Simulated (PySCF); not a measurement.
C5H6FNSi.
Structure used (GFN2-xTB), in Å, numbered top down from 1:
```
atom  x, y, z in Å
C1     2.714    1.584    0.233
C2     1.996    0.701    0.625
Si3    0.905   -0.636    1.246
C4    -0.010   -1.565   -0.126
F5    -0.343   -2.886    0.038
C6    -0.913   -0.581    0.621
C7    -1.412    0.595   -0.071
N8    -2.444    1.193    0.339
H9     3.336    2.357   -0.120
H10    1.183   -1.284    2.509
H11    0.148   -1.376   -1.184
H12   -1.652   -1.037    1.270
H13   -0.801    0.914   -0.932
H14   -2.708    2.019   -0.191
```

NICS = −σ at a ghost point: NICS(0) at the centroid of the ring atoms, NICS(1) 1 Å to either side along the normal of their mean plane, zz for the tensor component along that normal. Level: GIAO PBE0/pcSseg-1 (PySCF, non-relativistic, gas phase) on the GFN2-xTB geometry, one conformer.

Ring bond lengths (Å), with Mayer bond orders in brackets: Si3–C4 1.893 (0.91), C4–C6 1.531 (0.84), C6–Si3 1.924 (0.83).

**Question.** What do the NICS probes read (ppm)?

**Answer.** 
```csv
ring,type,NICS(0),"NICS(1), two faces","NICS(1)zz, two faces",rms pucker (Å),"centre to ring atoms, mean (Å)"
Si3–C4–C6,3-membered ring with Si; formal bonds all single,-20.9,-7.9 / -6.0,-16.9 / -11.7,0.00,1.03
```

**Question.** What do they say, and how far can they be read as aromaticity?

**Answer.** 
- Si3–C4–C6: mean NICS(1)zz -14.3 ppm, shielded. Si3, C4, C6 have four or more neighbours, and the NICS criterion for π rings isn't applied. The two faces differ by 5.2 ppm, so no symmetry operation interchanges them. NICS(0) lies 14 ppm below the mean NICS(1).

**Question.** At the second NICS(1) probe listed for ring Si3–C4–C6, 1 Å off the ring, how large is the induced field along the normal in 7.05 T applied along it?

**Answer.** NICSzz × B0 = -11.7 ppm × 7.05 T = -82 μT, against the applied field.

**Question.** What are the shieldings of the ring atoms and their hydrogens in the same run (means over atoms taken as equivalent)?

**Answer.** 
```csv
atoms,environment,σ isotropic (ppm),"principal values of the symmetric part, first atom (ppm)"
Si3,SiH silicon,484.9,"391.8, 409.0, 653.8"
C4,sp3 C–F carbon,100.9,"41.5, 79.2, 182.1"
C6,sp3 carbon bound to silicon,150.5,"120.1, 130.7, 200.8"
H10,Si–H hydrogen,27.79,"22.6, 26.0, 34.8"
H11,methine hydrogen,26.07,"22.3, 26.4, 29.5"
H12,methine hydrogen,28.97,"25.3, 26.9, 34.7"
```
